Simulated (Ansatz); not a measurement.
`[Cl][Zr]([Cl])([Cl])[Br]`. Total charge 0; spin multiplicity 1. Zr: def2 effective core potential. Geometry: relaxed with PBE0-D4/def2-TZVP.

```xyz
5

Cl    0.594    2.239    0.189
Zr    0.013    0.005    0.027
Cl    1.911   -1.301    0.246
Cl   -1.484   -0.524    1.710
Br   -1.033   -0.419   -2.172
```

(1) What is the dipole moment at PBE/def2-TZVPP? (Best estimate.)

(2) And with r2SCAN, B3LYP, ωB97M-V? (Best estimate.)

(3) Give the Mulliken charges with PBE, ωB97M-V, B3LYP in def2-TZVPP. (Best estimate.)

Answers

(1) Ansatz gave: 0.10 D, with components (-0.04, -0.02, -0.09) D in this frame, pointing from negative to positive charge.

(2) Ansatz gave: r2SCAN 0.08 D, B3LYP 0.08 D, ωB97M-V 0.00 D.

(3) Computed: 
| atom | PBE | ωB97M-V | B3LYP |
| --- | --- | --- | --- |
| Cl1 | -0.22 | -0.21 | -0.25 |
| Zr2 | 0.85 | 0.80 | 0.95 |
| Cl3 | -0.22 | -0.21 | -0.25 |
| Cl4 | -0.22 | -0.21 | -0.25 |
| Br5 | -0.19 | -0.18 | -0.21 |

B3LYP here is the variant with VWN-RPA as its local correlation; programs differ in this.
